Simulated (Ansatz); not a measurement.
A nudged elastic band was laid between two geometries of ClH + GeH4O (8 atoms, charge 0, multiplicity 1).

Level of theory: Ansatz 0.2.0, RKS BHLYP-D4/def2-SVP.

| Item | Value |
| --- | --- |
| movable images | 9 |
| climbing image | yes |
| spring | 5.0 eV/Å² |
| optimiser | quadratic models (default) |
| start path | through a guess of the saddle point |
| force threshold | 0.05 eV/Å |
| iteration limit | 60 |
| end points | relaxed |

Initial state:

```xyz
8
Properties=species:S:1:pos:R:3
Ge -0.424 -0.810 0.531
O 0.826 0.466 0.358
H -0.252 -1.670 -0.712
H -0.126 -1.590 1.814
H -1.803 -0.156 0.606
H 0.660 1.192 -1.259
Cl 0.205 1.507 -2.438
H 0.915 1.061 1.100
```

Final state:

```xyz
8
Properties=species:S:1:pos:R:3
Ge -0.656 -1.017 -0.188
O 1.160 1.313 0.836
H -1.506 -2.140 -0.783
H 0.563 -1.565 0.534
H -1.513 -0.087 0.659
H 1.315 1.304 -0.109
Cl 0.044 0.121 -1.918
H 0.593 2.070 0.969
```

Task: Which bonds break or form, and what moves?

Result: Bonds broken: Ge1–O2, H6–Cl7. Bonds formed: Ge1–Cl7, O2–H6. ClH + GeH4O becomes ClGeH3 + H2O.

Task: Give the energies along the band, and the barrier.

Result: It converged. The highest image is number 5 of 0 to 10, 0.69 eV above the first end and 1.11 eV above the last; the last end lies 0.42 eV below the first. The profile has 2 maxima (images 5, 8) with wells between them (image 7): this band takes more than one step, which may be the mechanism or a detour left from its start path. A vibrational analysis at the climbing image gives one clearly imaginary mode, 162i cm⁻¹: a first-order saddle point. The orbitals stay closed-shell, which can raise the energy where a bond breaks towards radicals; this wasn't checked here.

```tsv
image	path coordinate (Å)	energy (eV)	Ge1–O2 (Å)	H6–Cl7 (Å)	Ge1–Cl7 (Å)
0	0.00	0.00	1.79	1.30	3.82
1	0.35	0.00	1.80	1.30	3.68
2	0.70	0.05	1.80	1.31	3.38
3	1.05	0.28	1.84	1.38	3.09
4	1.40	0.61	1.91	1.63	2.90
5	1.75	0.69	1.99	1.87	2.66
6	3.21	-0.14	3.04	2.22	2.21
7	4.67	-0.41	3.18	2.51	2.19
8	6.13	-0.33	3.56	2.47	2.18
9	7.60	-0.34	3.48	2.47	2.19
10	9.06	-0.42	3.13	2.51	2.19
```

Task: What is the geometry of the highest image?

Result: 
```xyz
8
Properties=species:S:1:pos:R:3
Ge -0.473 -0.698 0.139
O 1.036 0.596 0.276
H -0.177 -1.775 -0.883
H -0.039 -1.241 1.525
H -1.869 -0.135 0.332
H 0.816 1.153 -0.541
Cl -0.437 0.986 -1.925
H 1.143 1.114 1.077
```

Run time: 6.4 min on 2 threads of AMD EPYC 9R14 (Zen 4), on a shared host, peak memory 0.24 GiB.
